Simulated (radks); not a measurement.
These are the eigenvalues of the occupied orbitals of an atom or ion with whole-number occupations (Ry). All-electron calculation, scalar-relativistic Kohn-Sham, BLYP, spin-polarised, spherical densities, point nucleus. Program: a radial shooting solver on a logarithmic mesh with Libxc functionals.

| orbital | eigenvalue |
|---|---|
| 1s up | -6669.180 |
| 1s down | -6669.177 |
| 2s up | -1200.746 |
| 2s down | -1200.745 |
| 2p up | -1027.344 |
| 2p down | -1027.343 |
| 3s up | -292.1248 |
| 3s down | -292.1232 |
| 3p up | -242.6030 |
| 3p down | -242.6014 |
| 3d up | -192.9329 |
| 3d down | -192.9314 |
| 4s up | -69.35989 |
| 4s down | -69.35730 |
| 4p up | -53.13897 |
| 4p down | -53.13608 |
| 4d up | -34.62206 |
| 4d down | -34.61872 |
| 5s up | -14.60418 |
| 5s down | -14.59782 |
| 4f up | -14.23164 |
| 4f down | -14.22799 |
| 5p up | -10.04143 |
| 5p down | -10.03195 |
| 5d up | -4.95288 |
| 5d down | -4.92661 |
| 6s up | -3.78374 |

Which element is it, and in what charge state? The configuration may be excited. Open shells, if any, are filled with parallel spins first.

Answer. Z = 83, bismuth, charge +4: Bi4+ in [Xe] 4f14 5d10 6s1. The list shows which subshells hold electrons but not how many an open one holds; the 1s level, -3334.6 hartree, gives Z - s = 81.7 by -(Z - s)^2/2, which with screening and relativity narrows Z to a few neighbours, and the depths of the outer levels then fix element, charge and occupations together.
